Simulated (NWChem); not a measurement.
System: sulfur difluoride (SF₂); SMILES FSF

Here is an NWChem input.

```
start job
memory heap 200 mb stack 900 mb global 1100 mb
geometry units angstroms noautosym nocenter noautoz
  F      1.256887     0.000000    -0.497856
  S      0.000000     0.000000     0.551976
  F     -1.256887     0.000000    -0.497856
end
basis spherical
  F library aug-cc-pvtz
  S library aug-cc-pvtz
end
dft
  xc m06-2x
  iterations 150
end
cosmo
  do_cosmo_smd true
  solvent water
end
task dft energy
```

NWChem printed, in part:

```
             Northwest Computational Chemistry Package (NWChem) 7.3.0
             --------------------------------------------------------

                             Geometry "geometry" -> ""
                             -------------------------

 Output coordinates in angstroms (scale by  1.889725989 to convert to a.u.)

  No.       Tag          Charge          X              Y              Z
 ---- ---------------- ---------- -------------- -------------- --------------
    1 F                    9.0000     1.25688700     0.00000000    -0.49785600
    2 S                   16.0000     0.00000000     0.00000000     0.55197600
    3 F                    9.0000    -1.25688700     0.00000000    -0.49785600

 Effective nuclear repulsion energy (a.u.)     110.1131812721

                                 NWChem DFT Module
                                 -----------------

 Summary of "ao basis" -> "ao basis" (spherical)
 ------------------------------------------------------------------------------
       Tag                 Description            Shells   Functions and Types
 ---------------- ------------------------------  ------  ---------------------
 F                        aug-cc-pvtz               14       46   5s4p3d2f
 S                        aug-cc-pvtz               16       50   6s5p3d2f

 in cosmo_initialize ...
 calling solv_data for solv:h2o

 solvent parameters
 solvname_short: h2o
 solvname_long:  water
 dielec:       78.4000
 dielecinf:     1.7769
 aqueous SMD model solvent descriptors
 dielec:       78.4000
 sola:          0.8200

          ---------------
          -cosmo- solvent
          ---------------
 Cosmo: York-Karplus, doi: 10.1021/jp992097l
 dielectric constant -eps-     =  78.40
 screen = (eps-1)/(eps    )    =   0.98724
 surface charge correction     = lagrangian

   van der Waals surface
 --------------------------

[...]

                                COSMO-SMD solvation results
                                ---------------------------

             internal energy in gas <Psi(g)|H|Psi(g)> =      -597.841432682393
         internal energy in solvent <Psi(s)|H|Psi(s)> =      -597.841172719546
                               delta internal energy  =         0.000259962847 (    0.16 kcal/mol)
   total free energy in solvent <Psi(s)|H+V/2|Psi(s)> =      -597.843336199734
 polarization energy contribution <Psi(s)|V/2|Psi(s)> =        -0.002163480188 (   -1.36 kcal/mol)
    total free energy in solvent including G(SMD-CDS) =      -597.840644661806
                       G(SMD-CDS) energy contribution =         0.002691537929 (    1.69 kcal/mol)
     1 M fixed-concentration free energy of solvation =         0.000788020588 (    0.49 kcal/mol)

                       DFT Final Molecular Orbital Analysis
                       ------------------------------------

 Vector   15  Occ=2.000000D+00  E=-5.493301D-01
              MO Center=  7.1D-08,  3.9D-07, -4.6D-01, r^2= 2.1D+00
   Bfn.  Coefficient  Atom+Function         Bfn.  Coefficient  Atom+Function
  ----- ------------  ---------------      ----- ------------  ---------------
     9      0.276669  1 F  px               105      0.276669  3 F  px
     6      0.233980  1 F  px               102      0.233980  3 F  px
    12      0.213845  1 F  px               108      0.213845  3 F  px
    11      0.177751  1 F  pz               107     -0.177751  3 F  pz
     8      0.151732  1 F  pz                14      0.151707  1 F  pz

 Vector   16  Occ=2.000000D+00  E=-5.117331D-01
              MO Center=  1.4D-08, -4.3D-08,  1.6D-01, r^2= 2.2D+00
   Bfn.  Coefficient  Atom+Function         Bfn.  Coefficient  Atom+Function
  ----- ------------  ---------------      ----- ------------  ---------------
    51      0.304628  2 S  s                 49      0.300228  2 S  s
    58      0.271430  2 S  pz                11     -0.251224  1 F  pz
   107     -0.251224  3 F  pz                 8     -0.211346  1 F  pz
   104     -0.211346  3 F  pz                14     -0.200323  1 F  pz
   110     -0.200323  3 F  pz                61      0.123699  2 S  pz

 Vector   17  Occ=2.000000D+00  E=-3.307497D-01
              MO Center=  2.5D-09,  1.8D-08,  4.5D-01, r^2= 1.6D+00
   Bfn.  Coefficient  Atom+Function         Bfn.  Coefficient  Atom+Function
  ----- ------------  ---------------      ----- ------------  ---------------
    57      0.560403  2 S  py                63      0.378465  2 S  py
    60      0.248477  2 S  py                10     -0.156275  1 F  py
   106     -0.156275  3 F  py                13     -0.145876  1 F  py
   109     -0.145876  3 F  py                 7     -0.133190  1 F  py
   103     -0.133190  3 F  py                16     -0.047337  1 F  py

 Vector   18  Occ=0.000000D+00  E=-4.012356D-02
              MO Center= -9.6D-08, -7.2D-08,  6.8D-01, r^2= 3.4D+00
   Bfn.  Coefficient  Atom+Function         Bfn.  Coefficient  Atom+Function
  ----- ------------  ---------------      ----- ------------  ---------------
    62      0.534481  2 S  px                56      0.455680  2 S  px
    65      0.422123  2 S  px                 5     -0.229241  1 F  s
   101      0.229241  3 F  s                 59      0.185164  2 S  px
    14     -0.149082  1 F  pz               110      0.149082  3 F  pz
    11     -0.146843  1 F  pz               107      0.146843  3 F  pz

[...]
```

Level: M06-2X/aug-cc-pVTZ, SMD on the gas-phase geometry. Geometry: optimised at PBE-D3(BJ)/def2-SVP. Solvent: water.
